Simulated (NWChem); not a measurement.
SiCl4 (silicon tetrachloride): name the method

The species is SiCl4 (5 atoms), meant as a singlet with charge 0. SMILES: `Cl[Si](Cl)(Cl)Cl`. Geometry: relaxed at PBE0-D4/def2-TZVP.

```xyz
5

Cl   -0.9626   -0.0876    1.7623
Si    0.0100   -0.0147   -0.0083
Cl    1.6554   -1.1859    0.0781
Cl   -1.2121   -0.6769   -1.4761
Cl    0.5593    1.8914   -0.3975
```

Orbital energies are those of the mean-field step.

A calculation with NWChem 7.3.0 gave:

The total energy is -2130.4926 Eh. The dipole moment is 0.00 D. The HOMO energy is -11.96 eV and the LUMO energy is 1.70 eV. The HOMO–LUMO gap is 13.66 eV and the largest force is 0.536 eV/Å.

Q: Which of these levels gave the numbers?
A. wB97X/cc-pVDZ
B. B2PLYP/cc-pVDZ
C. MP3/cc-pVDZ
D. CAM-B3LYP/cc-pVDZ

A: A. The others give -2127.8157 Eh (MP3/cc-pVDZ), -2130.5592 Eh (CAM-B3LYP/cc-pVDZ), -2129.7959 Eh (B2PLYP/cc-pVDZ).
